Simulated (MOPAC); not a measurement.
MOPAC input (PM6):

```
PM6 1SCF CHARGE=-1 GEO-OK AUX(PRECISION=9) THREADS=1
H4AsSi

Si   -1.71605935 1   -0.16426501 1    0.11213644 1
As    0.77497313 1    0.07429075 1   -0.05062150 1
H    -1.90455372 1    1.07396271 1   -0.78733721 1
H    -1.72429042 1    0.68390134 1    1.39990077 1
H     0.95139032 1   -0.76361090 1   -1.32847615 1
H     1.12817154 1   -1.14613761 1    0.81651183 1
```

### Question
What heat of formation does the run end on, and which ionisation energy by Koopmans theorem?

### Answer
0.31 kcal/mol; 2.65 eV.
